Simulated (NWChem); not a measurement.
System: CrO₂ClF; SMILES [O]=[Cr](=[O])([F])[Cl]

Results from NWChem. Pople sets run with spherical d functions. All runs use the structure optimised with PBE0/def2-SVP.

Task: Order these by “dipole (D)”, lowest first: Hartree-Fock/3-21G; Hartree-Fock/STO-3G; Hartree-Fock/6-31G*.

Result: Hartree-Fock/6-31G* (0.15), Hartree-Fock/3-21G (0.89), Hartree-Fock/STO-3G (1.70)
